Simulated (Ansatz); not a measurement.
Reaction (SMILES): FB(F)[SiH3] [difluoroboranylsilane] -> FB(F)[SiH2] + H atom (the H-Si bond breaks)

Wanted: bond dissociation energy (electronic), in kcal/mol. Set-up: dispersion terms only where a functional's name holds one; UHF or UKS for open shells; 6-311+G** with 5d, 6d on Na to Ar in Ansatz (a first-principles code); frozen cores in correlated levels; spin-orbit terms left out; non-relativistic. Basis-set limits of correlation are two-point, X^-3; Hartree-Fock from the larger set. First-principles rows: single points at B3LYP-D3(BJ) geometries (Ansatz).

```csv
species,coefficient,"E at B3LYP/6-311+G** (Ansatz), Eh","E at wB97M-V/def2-TZVPD (Ansatz), Eh"
FB(F)[SiH3],-1,-516.03854,-515.95723
FB(F)[SiH2],+1,-515.39415,-515.31697
H atom,+1,-0.50216,-0.49411
```

Coupled cluster (Ansatz) is a level with limits of its own, used here on species with T1 under 0.025 (0.045 for open shells) and stable references: CCSD(T)/CBS(aug-cc-pV(T+d)Z,aug-cc-pV(Q+d)Z). Value to compare with, CCSD(T)/CBS(aug-cc-pV(T+d)Z,aug-cc-pV(Q+d)Z) (Ansatz): 92.0 kcal/mol. 1 Eh = 627.5095 kcal/mol.

Work the quantity out at each level, and compare with CCSD(T)/CBS(aug-cc-pV(T+d)Z,aug-cc-pV(Q+d)Z) (Ansatz).


- B3LYP/6-311+G**: the sum of coefficient times E is 0.14223 Eh, or 89.25 kcal/mol. Result: 89.3 kcal/mol. Its difference against CCSD(T)/CBS(aug-cc-pV(T+d)Z,aug-cc-pV(Q+d)Z) (Ansatz) is -2.7 kcal/mol.
- wB97M-V/def2-TZVPD: the sum of coefficient times E is 0.14615 Eh, or 91.71 kcal/mol. Result: 91.7 kcal/mol. Its difference against CCSD(T)/CBS(aug-cc-pV(T+d)Z,aug-cc-pV(Q+d)Z) (Ansatz) is -0.3 kcal/mol.
